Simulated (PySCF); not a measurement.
## Simulated absorption spectrum

Compound: C₈H₁₀.
Bonds: C1–C2 (double), C2–C3, C3–C4 (triple), C4–C5, C5–C6, C6–C7, C7–C8, C5–C8. Hydrogens: H9, H10 on C1; H11 on C2; H12 on C5; H13, H14 on C6; H15, H16 on C7; H17, H18 on C8.

Computed, not measured: PySCF 2.14.0, density-fitted response routines, TDDFT CAM-B3LYP/def2-SVPD, vertical, gas phase, core orbitals frozen in the response. Geometry: PBE0-D3(BJ)/def2-SVP, one conformer, isolated molecule.

Each state is given a Gaussian of 0.5 eV full width at half maximum, with ε(max) = 2.175×10⁸ f / Δν̃ (Δν̃ the width in cm⁻¹). The width is an assumption, not a result. The curve ends short of the highest state used, and states not computed would add to its high-energy end.

```
λ (nm)  ε (L mol⁻¹ cm⁻¹)
 185.5               953
 187.6               382
 189.8               141
 192.0                55
 194.1                26
 196.3                19
 198.5                28
 200.6                60
 202.8               147
 205.0               348
 207.2               761
 209.3              1475
 211.5              2692
 213.7              4488
 215.8              6740
 218.0              9514
 220.2             12413
 222.3             14925
 224.5             16898
 226.7             17898
 228.8             17828
 231.0             16752
 233.2             14880
 235.4             12535
 237.5             10157
 239.7              7779
 241.9              5698
 244.0              4070
 246.2              2752
 248.4              1793
 250.5              1152
 252.7               702
 254.9               414
 257.0               243
 259.2               136
 261.4                74
 263.6                39
 265.7                21
 267.9                11
 270.1                 5
 272.2                 3
 274.4                 1
 276.6                 1
 278.7                 0
```

Question: Where are the band maxima, and which computed states make them?

Answer: 228 nm (5.45 eV), ε about 18000, made up of S2 (100%) (ε in L mol⁻¹ cm⁻¹; maxima over ε = 5, shares over 10%). At its high-energy end, 6.69 eV, the curve is still rising (ε about 1000, from S5 and S6). The states used: S1 5.20 eV (f 0.0001); S2 5.45 eV (f 0.333); S3 5.93 eV (f 0.0004); S4 6.63 eV (f 0.0005); S5 7.20 eV (f 0.211); S6 7.29 eV (f 0.309).

Question: What would ε be at 5.45 eV, the highest of these maxima, with half the width (0.25 eV)?

Answer: About 36000 L mol⁻¹ cm⁻¹ against 18000, a factor of about 2.00; a lone state at its own centre would give exactly 2.

Question: On this curve, what absorbance would a 10⁻⁴ mol/L sample give at 222 nm over a 1 cm path?

Answer: 222 nm is 5.585 eV, where ε is about 15000 L mol⁻¹ cm⁻¹, so A = ε c l ≈ 1.5 (Beer–Lambert, with the gas-phase spectrum and the assumed width).

Question: Coming from long wavelengths, where does ε first pass 100 L mol⁻¹ cm⁻¹?

Answer: At about 260 nm (4.76 eV), 0.44 eV below S1.
